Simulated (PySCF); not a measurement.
**Adding and removing an electron: CsK**

RHF-MP2; Cs def2-SVP with ECP46, K def2-SVP; scalar-relativistic core potentials (PySCF 2.14). Neutral (RHF): singlet (closed shell), Re = 4.353 Å, ωe = 68.7 cm⁻¹, De = 0.30 eV.

CsK⁺ (UHF): doublet (σ ↑), Re = 5.096 Å, ωe = 47.4 cm⁻¹, De = 0.54 eV to Cs⁺ + K. The energies at the minima are -619.02844 hartree for CsK and -618.90035 for CsK⁺.

(1) Work out the adiabatic ionisation energy, without and with harmonic zero-point energies (1 hartree = 27.2114 eV, 1 eV = 8065.5 cm⁻¹), and the change of the bond length.

Correlated steps freeze 5 core orbitals. Weak bonds: CsK. Basis-set superposition, not corrected here, can be much of De in a small basis, most of all at correlated wavefunction levels. Spin–orbit coupling is left out. For an ion De counts to the pair picked by the measured ionisation energies or electron affinities, which need not be the lowest pair at this level. Where the molecule has an RHF reference, its open-shell atoms are computed with UHF. States were picked by a PBE0 search and need not be the measured ground states.

Neutral and ion stand on different kinds of reference determinant, which adds to the error of the difference.

Answers

(1) At MP2: 0.12809 hartree = 3.486 eV between the minima; the zero-point term (47.4 − 68.7)/2 cm⁻¹ = -0.001 eV makes it 3.484 eV. Re changes by +74.3 pm against the neutral. The electron leaves a σ orbital, and the longer bond of the ion fits a bonding orbital, or a change in how ionic the bond is.
